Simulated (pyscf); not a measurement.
# H₂Si=SbH, singlet

Gas-phase minimum from PySCF at ωB97X-D3(BJ)/def2-SVP, one conformer. 

SMILES: [SiH2]=[SbH]
```xyz
5

Si     0.8009    -0.0131    -0.0172
Sb    -0.7403     0.8094    -1.5741
H      1.8844     0.8267     0.5623
H      0.8456    -1.3987     0.5226
H     -1.4659    -0.7395    -1.6038
```
Charge 0, spin multiplicity 1.

Bonded distances (Å): Si1–Sb2 2.340, Si1–H3 1.488, Si1–H4 1.488, Sb2–H5 1.711. Bond angles (°): Sb2–Si1–H3 122.7, Sb2–Si1–H4 126.1, H3–Si1–H4 111.2, Si1–Sb2–H5 88.4.

Properties at ωB97X-D3(BJ)/def2-SVP:

```json
{
 "harmonic_wavenumbers_unscaled": "409, 455, 474, 553, 632, 952, 1995, 2265, 2281 cm⁻¹",
 "zero_point_energy": "14.3 kcal/mol",
 "rotational_symmetry_number": "1",
 "Entropy of this conformer at 298 K and 1 atm, rigid rotor and harmonic oscillator, modes under 100 cm⁻¹ raised to 100": "283.3 J/(mol K)",
 "dipole_moment": "0.79 D"
}
```

Single-point totals, which compare only within one level (frozen core for MP2 and CC):

```
level                   total energy (hartree)
----------------------  ----------------------
ωB97X-D3(BJ)/def2-TZVP              -531.62826
PBE/def2-TZVP                       -531.36640
r²SCAN/def2-TZVP                    -531.58835
B3LYP-D3(BJ)/def2-TZVP              -531.63846
PBE0-D3(BJ)/def2-TZVP               -531.40804
M06-2X/def2-TZVP                    -531.40267
ωB97M-D3(BJ)/def2-TZVP              -531.61040
HF/def2-TZVPP                       -529.91050
MP2/def2-TZVPP                      -530.38247
CCSD/def2-TZVPP                     -530.39698
CCSD(T)/def2-TZVPP                  -530.41591
```

The CCSD(T) − MP2 part came from Ansatz, without density fitting, on the same reference. The frozen core leaves the outer d or s,p core shells of the metals and heavy elements correlated in the MP2 and CC values, and def2-TZVPP describes them poorly, so these totals are far from the basis limit. Elements past Kr carry the def2 core potentials, without spin-orbit coupling.
